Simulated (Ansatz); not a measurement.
`[F][GeH2][I]` + HCl → `[F][GeH2][Cl]` + HI at 400 K and 1 bar (ligand exchange at a Ge–I bond).

Calculated with Ansatz (gas phase, PBE0-D4/def2-TZVP geometries, no zero-point term in ΔE). CBS: MP2 limit from def2 TZ/QZ plus the TZ coupled-cluster correction, frozen cores. This one scheme is used for every species. def2 core potentials past Kr. For Ge, I outer-core shells are correlated without core-valence functions, which leaves a few kJ/mol of doubt a bond. Scalar relativity is left out up to krypton.

```tsv
species	CCSD(T)/CBS energy (Eh)	H − E (kJ/mol)	S (J/(mol·K))
`[F][GeH2][I]`	-2474.61172	71.2	335.8
HCl	-460.38127	29.6	195.4
`[F][GeH2][Cl]`	-2636.95386	72.2	315.0
HI	-298.03592	25.7	215.0
```

H − E and S are ideal-gas, rigid-rotor, harmonic terms from PBE0-D4/def2-TZVP. 1 Eh = 2625.50 kJ/mol, R = 8.31446 J/(mol·K).

By hand: ΔE, ΔH, ΔS and ΔG.

ΔE = (-2636.95386) + (-298.03592) − (-2474.61172) − (-460.38127) = 0.00321 Eh = 8.4 kJ/mol. Δ(H − E) = 72.2 + 25.7 − 71.2 − 29.6 = -2.9, so ΔH = 5.5 kJ/mol. ΔS = 315.0 + 215.0 − 335.8 − 195.4 = -1.2 J/(mol·K). ΔG = 5.5 − 400 × (-1.2)/1000 = 6.0 kJ/mol.

By hand: the equilibrium constant, and the temperature at which ΔG would vanish if ΔH and ΔS stayed fixed.

log₁₀ K = −ΔG/(RT ln 10) = -0.8. ΔH and −TΔS have one sign here, so there is no such temperature.

The number of gas molecules stays the same, so ΔS is small and ΔH decides. A doubt of 5 kJ/mol in ΔE shifts log₁₀ K by 0.7 here. These are equilibria of isolated gas molecules and say nothing of rates. Largest T1 diagnostic: 0.011 (customary marks: 0.02 for closed shells, 0.045 for open ones).

ΔS is within the doubt of such terms, so its sign, and with it that verdict, could turn.
